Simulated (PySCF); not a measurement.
**Electron correlation in Rb(2+) (rubidium, charge +2)**

[Ar] 3d10 4s2 4p5, 2P determinant. Computed with PySCF 2.14 in def2-SVP with the def2 core potential (28 electrons), with a scalar-relativistic core potential. Frozen: 4s2; 5 electrons correlated.

Total MP2 correlation energy: -19.03 mhartree.

Same-spin part -5.34 and opposite-spin part -13.70 mhartree; SCS-MP2 scales them by 1/3 and 6/5 to -18.21 mhartree.

| level | correlation energy (mhartree) |
| --- | --- |
| CCSD | -22.08 |
| (T) | -0.19 |
| CCSD(T) | -22.27 |

Diagnostics: T1 = 0.0043, D1 = 0.0064, largest double amplitude 0.014.

Task: Is a single reference adequate?

Result: Yes, within this model without spin-orbit coupling: T1 lies below 0.03 and no double amplitude reaches 0.07.
